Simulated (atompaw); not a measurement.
## Varying the PAW (atompaw) potential for sulfur

Base potential:

```
Element                 : sulfur
Generator               : atompaw 4.2.0.5
Type                    : PAW
Functional              : LDA (PW92)
Relativity              : scalar-relativistic
Frozen core             : [Ne]
Valence charge          : 6
Reference configuration : 3s2 3p2.5 (charge +1.5)
Partial waves           : 3s (bound): rc 1.55 bohr; 3s channel at -2.1 Ry: rc 1.55 bohr; 3p (bound): rc 1.45 bohr; 3p channel at 1.75 Ry: rc 1.55 bohr
Local potential         : troulliermartins scheme with l = 2 at 0.5 Ry, radius 1.35 bohr
Core correction         : smooth core density matched at 1.25 bohr
Augmentation charge     : besselshape compensation charge, radius 1.40 bohr; PAW radius 1.55 bohr; waves and projectors: custom rrkj gramschmidtortho
```

All-electron outer shells of the reference configuration (LDA (PW92), scalar-relativistic, ld1.x):

```tsv
shell	level (eV)	outermost node (bohr)	outermost maximum (bohr)
3s	-33.36	0.60	1.37
3p	-22.32	0.58	1.51
```

Cutoffs, loose and tight: the cutoffs (Ry, on a coarse ladder) from which the occupation-weighted sum of valence levels, in a spherical-Bessel basis at the reference potential, stays within 10 and 1 mRy of its value at 400 Ry. They see the waves, projectors and local potential, not the compensation charge or the core. A dash means not determined.

A true bound ghost makes a file unfit for plane-wave use even where its test errors are small: the radial tests pick states by their node count and pass the ghost by.

| change | outcome | cutoff, loose | cutoff, tight | bound ghosts |
| --- | --- | --- | --- | --- |
| base | generated | 15 Ry | 35 Ry | none |
| all radii scaled by about 0.81 (s 1.26, p 1.18 bohr); local potential troulliermartins scheme with l = 2 at 0.5 Ry, radius 1.08 bohr; augmentation besselshape compensation charge, radius 1.12 bohr; PAW radius 1.26 bohr; waves and projectors: custom rrkj gramschmidtortho; core correction smooth core density matched at 1.00 bohr | generated | 35 Ry | 55 Ry | p, s |
| all radii scaled by about 0.97 (s 1.50, p 1.40 bohr); local potential troulliermartins scheme with l = 2 at 0.5 Ry, radius 1.30 bohr; augmentation besselshape compensation charge, radius 1.36 bohr; PAW radius 1.50 bohr; waves and projectors: custom rrkj gramschmidtortho; core correction smooth core density matched at 1.22 bohr | generated | 15 Ry | 30 Ry | none |
| all radii scaled by about 1.16 (s 1.80, p 1.68 bohr); local potential troulliermartins scheme with l = 2 at 0.5 Ry, radius 1.58 bohr; augmentation besselshape compensation charge, radius 1.64 bohr; PAW radius 1.80 bohr; waves and projectors: custom rrkj gramschmidtortho; core correction smooth core density matched at 1.46 bohr | generated, no UPF (negative core plus compensation charge) | 18 Ry | 25 Ry | none |
| all radii scaled by about 1.23 (s 1.90, p 1.78 bohr); local potential troulliermartins scheme with l = 2 at 0.5 Ry, radius 1.66 bohr; augmentation besselshape compensation charge, radius 1.72 bohr; PAW radius 1.90 bohr; waves and projectors: custom rrkj gramschmidtortho; core correction smooth core density matched at 1.54 bohr | generated, no UPF (negative core plus compensation charge) | 18 Ry | 25 Ry | none |
| all radii scaled by about 1.29 (s 2.00, p 1.88 bohr); local potential troulliermartins scheme with l = 2 at 0.5 Ry, radius 1.76 bohr; augmentation besselshape compensation charge, radius 1.82 bohr; PAW radius 2.00 bohr; waves and projectors: custom rrkj gramschmidtortho; core correction smooth core density matched at 1.62 bohr | generated | 15 Ry | 21 Ry | none |

What comes out with this change to the base: all radii scaled by about 0.91 (s 1.40, p 1.32 bohr); local potential troulliermartins scheme with l = 2 at 0.5 Ry, radius 1.22 bohr; augmentation besselshape compensation charge, radius 1.26 bohr; PAW radius 1.40 bohr; waves and projectors: custom rrkj gramschmidtortho; core correction smooth core density matched at 1.14 bohr?

outcome: generated; cutoff, loose: 18 Ry; cutoff, tight: 45 Ry; bound ghosts: p.

What comes out with this change to the base: all radii scaled by about 1.09 (s 1.70, p 1.58 bohr); local potential troulliermartins scheme with l = 2 at 0.5 Ry, radius 1.48 bohr; augmentation besselshape compensation charge, radius 1.52 bohr; PAW radius 1.70 bohr; waves and projectors: custom rrkj gramschmidtortho; core correction smooth core density matched at 1.36 bohr?

outcome: generated, no UPF (negative core plus compensation charge); cutoff, loose: 18 Ry; cutoff, tight: 30 Ry; bound ghosts: none.

What comes out with this change to the base: all radii scaled by about 0.77 (s 1.18, p 1.12 bohr); local potential troulliermartins scheme with l = 2 at 0.5 Ry, radius 1.04 bohr; augmentation besselshape compensation charge, radius 1.08 bohr; PAW radius 1.18 bohr; waves and projectors: custom rrkj gramschmidtortho; core correction smooth core density matched at 0.96 bohr?

outcome: generated; cutoff, loose: 40 Ry; cutoff, tight: 60 Ry; bound ghosts: p, s.

Reading the sweep of the scale of all radii (base = 1) (base included, trends over the rows without a ghost): The loose cutoff stays near 18 Ry. Bound ghosts are found at 0.77, 0.81, 0.91.
